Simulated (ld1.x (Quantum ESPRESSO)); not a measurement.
## What the settings do to the PAW potential of silicon (Si)

Base potential:

ld1.x (Quantum ESPRESSO) 7.5 input, shortened:

```
&input
   title='Si', zed=14., rel=0, dft='PBESOL', iswitch=3,
   config='[Ne] 3s2 3p2 3d-2'
 /
 &inputp
   pseudotype=3, lpaw=.true., tm=.true., lloc=-2, rcloc=0.95,
   nlcc=.true., new_core_ps=.true.,
   which_augfun='GAUSS', rmatch_augfun=0.65
 /
5
2S  1  0   2.00   0.00  0.80  0.90  0.0
3S  2  0   2.00   0.00  0.80  0.90  0.0
2P  2  1   6.00   0.00  0.80  1.00  0.0
3P  3  1   2.00   0.00  0.80  1.00  0.0
3D  3  2  -2.00   0.05  0.75  0.95  0.0
 &test
   configts(1)='2s2 2p6 3s2 3p2'
 /
```

All-electron outer shells of the reference configuration (PBEsol, non-relativistic, ld1.x):

```
shell  level (eV)  outermost node (bohr)  outermost maximum (bohr)
   1s    -1777.60                      –                      0.07
   2s     -138.47                   0.15                      0.45
   2p      -95.46                      –                      0.39
   3s      -10.72                   0.72                      1.80
   3p       -4.07                   0.72                      2.17
```

Cutoffs, loose and tight: the cutoffs (Ry, on a coarse ladder) from which the occupation-weighted sum of valence levels, in a spherical-Bessel basis at the reference potential, stays within 10 and 1 mRy of its value at 400 Ry. They do not see the model core or the augmentation charge, which bear on the density cutoff. Test errors are all-electron minus pseudo excitation energies from the reference, over the configurations 2s2 2p6 3s2 3p1; 2s2 2p6 3s2 3p0; 2s2 2p6 3s1 3p0; 2s2 2p6 3s0 3p4; 2s2 2p6 3s0 3p0; 2s2 2p6 3s1 3p2; 2s2 2p5 3s2 3p2. A dash means not determined; rows that change the core or the reference have their own tests.

Cutoffs are not given where the Bessel-basis levels miss the radial ones by over 6 mRy, ghosts where they miss by over 20 mRy; a channel whose overlap is not positive is not tested.

```tsv
change	outcome	cutoff, loose	cutoff, tight	bound ghosts	largest test error (meV)
base	generated	140 Ry	200 Ry	none	7 of 7 tests not solved or not reliable
local potential all-electron potential smoothed inside 0.48 bohr (lloc = -2)	generated	140 Ry	200 Ry	none	+206
local potential all-electron potential smoothed inside 0.62 bohr (lloc = -2)	generated	140 Ry	200 Ry	none	+38
local potential all-electron potential smoothed inside 0.70 bohr (lloc = -2)	generated	140 Ry	200 Ry	none	+81
local potential all-electron potential smoothed inside 0.84 bohr (lloc = -2)	generated	140 Ry	200 Ry	none	7 of 7 tests not solved or not reliable
local potential all-electron potential smoothed inside 0.94 bohr (lloc = -2)	generated	140 Ry	200 Ry	none	7 of 7 tests not solved or not reliable
local potential all-electron potential smoothed inside 1.06 bohr (lloc = -2)	generated	140 Ry	200 Ry	none	test run stopped at test 4 of 7 (negative rho), 3 before it not solved
local potential all-electron potential smoothed inside 1.18 bohr (lloc = -2)	generated	140 Ry	200 Ry	none	test run stopped at test 1 of 7 (negative rho)
```

(1) What comes out with this change to the base: local potential all-electron potential smoothed inside 0.40 bohr (lloc = -2)?

Results:

(1) outcome: generated, overlap not positive; bound ghosts: not determined (overlap not positive); largest test error (meV): +1160. A file whose overlap is not positive is unfit for use, and its test errors describe a broken file.

Reading the sweep of the rcloc (base included, trends over the rows without a ghost): The loose cutoff stays near 140 Ry.
